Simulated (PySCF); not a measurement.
# Ar²⁺ (argon, charge +2) across methods

[Ne] 3s2 3p4, high-spin 3P determinant. Calculation: PySCF 2.14, in aug-cc-pVTZ-DK (6s5p3d2f, 50 functions); the spin-free X2C one-electron Hamiltonian (Gaussian nucleus).

```tsv
method	E (hartree)	mean ε 3s β (eV)	mean ε 3p α (eV)	mean ε 3p β (eV)	Σ⟨r²⟩ (bohr²)	⟨S²⟩
BHandHLYP	-527.7833	-53.060	-40.247	-37.721	15.61	2.004
LDA	-526.1233	-48.959	-36.442	-34.080	15.62	2.001
PBE	-527.5713	-48.773	-36.473	-34.148	15.59	2.003
UHF	-527.11835	-55.970	-43.560	-40.417	15.66	2.009
r2SCAN	-527.7320	-49.036	-37.151	-34.585	15.56	2.005
PBE0	-527.6103	-50.940	-38.492	-36.004	15.57	2.004
M06-2X	-527.7719	-52.624	-40.110	-37.635	15.60	2.003
MN15	-527.8902	-51.337	-39.255	-37.084	15.45	2.002
wB97X	-527.7761	-53.672	-40.990	-38.590	15.52	2.003
```
